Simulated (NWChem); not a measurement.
System: C₂H₆O₂Si; SMILES CC(=O)O[SiH3]

Parts of the log:

```
             Northwest Computational Chemistry Package (NWChem) 7.3.0
             --------------------------------------------------------

 C1  symmetry detected

                             Geometry "geometry" -> ""
                             -------------------------

 Output coordinates in angstroms (scale by  1.889725989 to convert to a.u.)

  No.       Tag          Charge          X              Y              Z
 ---- ---------------- ---------- -------------- -------------- --------------
    1 Si                  14.0000     0.02540714     1.73802176    -0.00020381
    2 O                    8.0000     0.63622242     0.19034438     0.00083737
    3 C                    6.0000    -0.14242623    -0.88443530    -0.00000038
    4 C                    6.0000     0.64097799    -2.16768291    -0.00164540
    5 O                    8.0000    -1.34119374    -0.80691497     0.00003511
    6 H                    1.0000    -0.76372299     1.94038634     1.20695269
    7 H                    1.0000     1.29770864     2.44589971    -0.00131324
    8 H                    1.0000    -0.76458457     1.93831778    -1.21019153
    9 H                    1.0000    -0.03554720    -3.01672560     0.00791399
   10 H                    1.0000     1.27976668    -2.19670060     0.88137323
   11 H                    1.0000     1.27913946    -2.19820831    -0.87898704

 Effective nuclear repulsion energy (a.u.)     232.7469147845

                                Z-matrix (autoz)
                                --------

 Units are Angstrom for bonds and degrees for angles

[...]

      ----------------------
      Optimization converged
      ----------------------

  Step       Energy      Delta E   Gmax     Grms     Xrms     Xmax
  ---- ---------------- -------- -------- -------- -------- --------
@    8    -519.13722371 -2.2D-08  0.00009  0.00002  0.00020  0.00075
                                     ok       ok       ok       ok

                                Z-matrix (autoz)
                                --------

 Units are Angstrom for bonds and degrees for angles

[...]

 Rotational Constants
 --------------------
 A=   0.326224 cm-1  (  0.469353 K)
 B=   0.084591 cm-1  (  0.121705 K)
 C=   0.069790 cm-1  (  0.100410 K)

 Temperature                      =   298.15K
 frequency scaling parameter      =   1.0000

 Zero-Point correction to Energy  =   46.882 kcal/mol  (  0.074711 au)
 Thermal correction to Energy     =   51.161 kcal/mol  (  0.081530 au)
 Thermal correction to Enthalpy   =   51.753 kcal/mol  (  0.082474 au)

 Total Entropy                    =   80.925 cal/mol-K
   - Translational                =   39.387 cal/mol-K (mol. weight =  90.0137)
   - Rotational                   =   26.218 cal/mol-K (symmetry #  =        1)
   - Vibrational                  =   15.320 cal/mol-K

 Cv (constant volume heat capacity) =   22.991 cal/mol-K
   - Translational                  =    2.979 cal/mol-K
   - Rotational                     =    2.979 cal/mol-K
   - Vibrational                    =   17.032 cal/mol-K

[normal modes left out]

 ----------------------------------------------------------------------------
 Normal Eigenvalue ||           Projected Infra Red Intensities
  Mode   [cm**-1]  || [atomic units] [(debye/angs)**2] [(KM/mol)] [arbitrary]
 ------ ---------- || -------------- ----------------- ---------- -----------
    1       -0.000 ||    0.000675           0.016         0.658       0.145
    2       -0.000 ||    0.000117           0.003         0.114       0.025
    3       -0.000 ||    0.000002           0.000         0.002       0.000
    4        0.000 ||    0.001063           0.025         1.036       0.229
    5        0.000 ||    0.000289           0.007         0.282       0.062
    6        0.000 ||    0.000062           0.001         0.060       0.013
    7       88.316 ||    0.001496           0.035         1.459       0.322
    8      123.901 ||    0.002469           0.057         2.407       0.532
    9      141.556 ||    0.014913           0.344        14.538       3.211
   10      215.838 ||    0.000001           0.000         0.001       0.000
   11      366.436 ||    0.005537           0.128         5.397       1.192
   12      564.733 ||    0.000112           0.003         0.110       0.024
   13      577.657 ||    0.009325           0.215         9.091       2.008
   14      673.618 ||    0.028595           0.660        27.876       6.157
   15      682.360 ||    0.042229           0.974        41.167       9.093
   16      768.379 ||    0.045234           1.044        44.096       9.739
   17      903.197 ||    0.287426           6.631       280.197      61.886
   18      905.395 ||    0.115990           2.676       113.073      24.974
   19      925.049 ||    0.063385           1.462        61.790      13.647
   20      935.930 ||    0.030602           0.706        29.832       6.589
   21      977.351 ||    0.020652           0.476        20.132       4.447
   22     1010.361 ||    0.008812           0.203         8.590       1.897
   23     1250.379 ||    0.224100           5.170       218.464      48.251
   24     1333.825 ||    0.153491           3.541       149.631      33.049
   25     1386.097 ||    0.014100           0.325        13.745       3.036
   26     1394.328 ||    0.010580           0.244        10.314       2.278
   27     1763.515 ||    0.190899           4.404       186.098      41.103
   28     2195.925 ||    0.044467           1.026        43.349       9.574
   29     2209.823 ||    0.109996           2.538       107.229      23.683
   30     2213.442 ||    0.102751           2.371       100.167      22.124
   31     2994.695 ||    0.000470           0.011         0.458       0.101
   32     3078.569 ||    0.000808           0.019         0.787       0.174
   33     3129.352 ||    0.002011           0.046         1.961       0.433
 ----------------------------------------------------------------------------
```

Level: PBE-D3(BJ)/def2-SVP. 

Question: Write an input that gives this output.

Answer: Several could match; the one computed here: the input that was run:
```
start job
memory heap 200 mb stack 900 mb global 1100 mb
geometry units angstroms
  Si     1.673601     0.145156     0.394178
  O      0.044731    -0.034125     0.682349
  C     -0.853472    -0.068356    -0.294127
  C     -2.257393    -0.240639     0.215553
  O     -0.545796     0.029886    -1.451165
  H      1.903435     1.421985    -0.267478
  H      2.118354     0.108076     1.780058
  H      2.142685    -0.979158    -0.408414
  H     -2.956078    -0.252839    -0.615315
  H     -2.497429     0.585223     0.885590
  H     -2.323189    -1.163484     0.782949
end
basis spherical
  * library def2-svp
end
dft
  xc xpbe96 cpbe96
  disp vdw 4
  iterations 150
end
driver
  maxiter 120
end
task dft optimize
task dft freq
```
